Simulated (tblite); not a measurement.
A geometry optimisation, step by step.

Compound: C4H11FSeSi2.
SMILES with atom numbers: `[CH2:1]=[CH:2][Si@@H:3]([CH2:4][CH3:5])[Se:6][SiH2:7][F:8]` (hydrogens: H9, H10 on C1; H11 on C2; H12 on Si3; H13, H14 on C4; H15, H16, H17 on C5; H18, H19 on Si7)

Computed with GFN2-xTB (tblite), gas phase: L-BFGS steps from a force-field or distance-geometry start until the largest atomic force falls under 0.01 eV/Å. 5 of its 204 geometries are shown.

Step 0: E = -696.6767 eV, largest atomic force 1.963 eV/Å
```
atom  x, y, z in Å  |  force x, y, z in eV/Å
C1     -0.290    1.775    1.388   -0.147  -0.008   0.375
C2     -0.119    0.465    1.297   -0.007   0.137   1.018
Si3     0.144   -0.375   -0.322   -0.406  -0.598  -0.498
C4     -1.367   -0.095   -1.423   -0.117  -0.163  -0.141
C5     -2.616   -0.711   -0.779   -0.345   0.358  -0.131
Se6     1.970    0.494   -1.366    0.563  -0.069   0.160
Si7     3.357   -0.398    0.214    0.117   0.383   0.956
F8      3.107    0.373    1.701    0.285  -0.971  -1.682
H9     -0.436    2.243    2.358    0.027   0.114  -0.353
H10    -0.313    2.398    0.503    0.056   0.024   0.239
H11    -0.107   -0.144    2.207   -0.003   0.292  -0.280
H12     0.321   -1.817   -0.113    0.139  -0.082  -0.023
H13    -1.520    0.989   -1.552    0.006  -0.476  -0.221
H14    -1.177   -0.576   -2.404   -0.272   0.485   0.414
H15    -2.484   -1.793   -0.636   -0.100   0.489   0.014
H16    -2.832   -0.226    0.204    0.184  -0.463  -0.795
H17    -3.482   -0.543   -1.455    0.432  -0.184   0.552
H18     3.083   -1.845    0.357   -0.057   0.546   0.194
H19     4.753   -0.204   -0.188   -0.356   0.187   0.201
```

Step 51: E = -696.9870 eV, largest atomic force 0.041 eV/Å
```
atom  x, y, z in Å  |  force x, y, z in eV/Å
C1     -0.256    1.786    1.498    0.005  -0.007   0.005
C2     -0.165    0.467    1.425    0.022  -0.010  -0.016
Si3     0.018   -0.483   -0.195    0.019   0.001  -0.029
C4     -1.393   -0.151   -1.424   -0.005  -0.002   0.002
C5     -2.732   -0.661   -0.912   -0.010  -0.002  -0.011
Se6     1.934    0.205   -1.341   -0.040   0.007  -0.003
Si7     3.521   -0.392    0.138   -0.002   0.003   0.007
F8      3.196    0.275    1.564   -0.011  -0.005   0.010
H9     -0.344    2.308    2.438   -0.005   0.010  -0.001
H10    -0.237    2.406    0.615    0.009  -0.010   0.009
H11    -0.173   -0.113    2.339   -0.008   0.023   0.005
H12     0.191   -1.916    0.084    0.021  -0.012  -0.003
H13    -1.460    0.920   -1.623   -0.003  -0.003   0.005
H14    -1.161   -0.628   -2.378    0.000   0.007   0.002
H15    -2.696   -1.737   -0.760   -0.009   0.005   0.030
H16    -2.988   -0.190    0.035    0.012  -0.013  -0.003
H17    -3.527   -0.448   -1.623   -0.013   0.013  -0.020
H18     3.486   -1.817    0.410    0.014  -0.003   0.006
H19     4.776    0.179   -0.299    0.006  -0.002   0.004
```

Step 102: E = -697.0049 eV, largest atomic force 0.079 eV/Å
```
atom  x, y, z in Å  |  force x, y, z in eV/Å
C1      0.093    1.677    1.453   -0.022   0.064   0.041
C2     -0.236    0.400    1.355   -0.006  -0.030  -0.030
Si3    -0.035   -0.592   -0.237    0.018  -0.012   0.027
C4     -1.455   -0.281   -1.465    0.034   0.006  -0.001
C5     -2.818   -0.580   -0.861    0.015  -0.011  -0.009
Se6     1.880    0.137   -1.356   -0.013  -0.017  -0.002
Si7     3.480   -0.213    0.193   -0.036   0.026   0.000
F8      2.849   -0.055    1.664   -0.016  -0.007   0.012
H9     -0.026    2.246    2.361   -0.009  -0.006   0.043
H10     0.507    2.218    0.617    0.032   0.008  -0.036
H11    -0.640   -0.113    2.218   -0.006   0.018  -0.010
H12     0.162   -2.015    0.067    0.008  -0.018  -0.013
H13    -1.427    0.760   -1.792    0.022   0.035  -0.008
H14    -1.305   -0.888   -2.358    0.002  -0.022  -0.024
H15    -2.886   -1.627   -0.573   -0.023   0.006   0.012
H16    -2.978    0.030    0.025   -0.040  -0.010   0.009
H17    -3.610   -0.367   -1.575   -0.008  -0.014   0.019
H18     3.977   -1.574    0.182    0.004  -0.046  -0.022
H19     4.458    0.845    0.076    0.044   0.030  -0.007
```

Step 152: E = -697.0214 eV, largest atomic force 0.040 eV/Å
```
atom  x, y, z in Å  |  force x, y, z in eV/Å
C1      0.328    1.652    1.563   -0.006  -0.029   0.005
C2     -0.363    0.560    1.278    0.026   0.030  -0.006
Si3    -0.068   -0.545   -0.220    0.007   0.018  -0.019
C4     -1.477   -0.394   -1.489   -0.005   0.002  -0.013
C5     -2.846   -0.599   -0.857    0.002   0.004  -0.010
Se6     1.829    0.151   -1.384    0.007  -0.001   0.015
Si7     3.452   -0.149    0.154    0.025  -0.022  -0.002
F8      2.782   -0.634    1.534   -0.021   0.003   0.004
H9      0.127    2.255    2.435    0.010   0.034  -0.007
H10     1.136    1.988    0.929   -0.009   0.009   0.023
H11    -1.167    0.263    1.939    0.010  -0.013   0.017
H12     0.175   -1.931    0.197    0.001  -0.021   0.003
H13    -1.437    0.592   -1.957   -0.002  -0.004  -0.004
H14    -1.325   -1.121   -2.288   -0.014  -0.004   0.006
H15    -2.911   -1.578   -0.386   -0.002   0.008  -0.007
H16    -3.028    0.158   -0.098   -0.022  -0.014   0.006
H17    -3.635   -0.527   -1.605    0.017  -0.008   0.003
H18     4.326   -1.244   -0.223   -0.006   0.027  -0.006
H19     4.093    1.114    0.471   -0.016  -0.021  -0.005
```

Step 203: E = -697.0268 eV, largest atomic force 0.009 eV/Å
```
atom  x, y, z in Å  |  force x, y, z in eV/Å
C1      0.336    1.751    1.514    0.001  -0.005   0.000
C2     -0.317    0.622    1.293    0.000   0.006   0.004
Si3    -0.072   -0.497   -0.207    0.005   0.005  -0.002
C4     -1.483   -0.341   -1.472   -0.009   0.000  -0.001
C5     -2.840   -0.671   -0.866   -0.006   0.001  -0.001
Se6     1.839    0.150   -1.377    0.002  -0.001   0.000
Si7     3.431   -0.222    0.175    0.003   0.006  -0.005
F8      2.740   -0.902    1.460   -0.001   0.002   0.004
H9      0.162    2.366    2.383    0.002  -0.001   0.000
H10     1.084    2.115    0.824   -0.001  -0.004  -0.004
H11    -1.058    0.297    2.012    0.002   0.004   0.000
H12     0.140   -1.887    0.214    0.003  -0.004   0.000
H13    -1.502    0.672   -1.878    0.004   0.001  -0.001
H14    -1.287   -1.007   -2.314   -0.001  -0.003   0.003
H15    -2.839   -1.673   -0.445   -0.004  -0.001  -0.006
H16    -3.085    0.030   -0.072    0.003  -0.005   0.002
H17    -3.623   -0.618   -1.620    0.000   0.001   0.001
H18     4.386   -1.202   -0.302    0.002  -0.001  -0.001
H19     3.980    1.026    0.669   -0.005  -0.002   0.006
```

Question: Summarise the path.

Answer: The energy falls by 8.07 kcal/mol from step 0 to step 203; nine tenths of that is first reached at step 81. It never rises by more than 0.2 meV. The largest force goes from 1.963 to 0.009 eV/Å. Among the bonds Si7–F8 changes most, from 1.693 to 1.609 Å; the atoms move by 0.817 Å rms after alignment.

Question: Follow the three bonds and two angles with the largest change from start to end.

Answer: 
```tsv
step	E above end (kcal/mol)	largest force (eV/Å)	Si7–F8 (Å)	Si3–Se6 (Å)	C2–Si3 (Å)	Si3–Se6–Si7 (°)	H18–Si7–H19 (°)
0	8.07	1.963	1.693	2.275	1.843	91.2	109.3
9	1.86	0.118	1.604	2.328	1.890	92.9	117.1
18	1.56	0.137	1.603	2.322	1.888	94.7	118.1
26	1.26	0.085	1.606	2.325	1.887	97.4	117.5
35	1.09	0.060	1.607	2.334	1.887	98.7	116.6
44	0.97	0.044	1.607	2.332	1.887	99.6	117.1
53	0.91	0.037	1.608	2.334	1.887	99.7	117.8
62	0.89	0.017	1.608	2.334	1.887	99.7	117.3
71	0.86	0.029	1.608	2.337	1.887	99.7	117.4
79	0.83	0.039	1.608	2.337	1.884	100.0	117.1
88	0.65	0.044	1.609	2.335	1.886	100.8	117.0
97	0.57	0.090	1.606	2.335	1.886	101.3	117.2
106	0.46	0.046	1.608	2.333	1.884	101.7	116.8
115	0.40	0.034	1.609	2.333	1.886	101.7	116.7
124	0.35	0.046	1.609	2.334	1.887	101.6	117.0
132	0.26	0.064	1.610	2.333	1.885	102.4	116.6
141	0.18	0.042	1.608	2.333	1.886	102.8	115.9
150	0.14	0.037	1.609	2.332	1.885	102.3	116.5
159	0.08	0.037	1.609	2.332	1.886	101.2	116.3
168	0.07	0.015	1.609	2.332	1.886	100.9	116.2
177	0.05	0.012	1.609	2.333	1.887	101.1	116.4
185	0.04	0.016	1.610	2.332	1.887	100.9	116.5
194	0.02	0.022	1.610	2.333	1.887	100.7	117.1
203	0.00	0.009	1.609	2.332	1.887	100.8	116.4
```

The cost below is that of the whole relaxation. On an Arm Neoverse N1 with one thread, no GPU, shared host with 64 logical CPUs at a one-minute load of 58, this took 3.5 s wall.
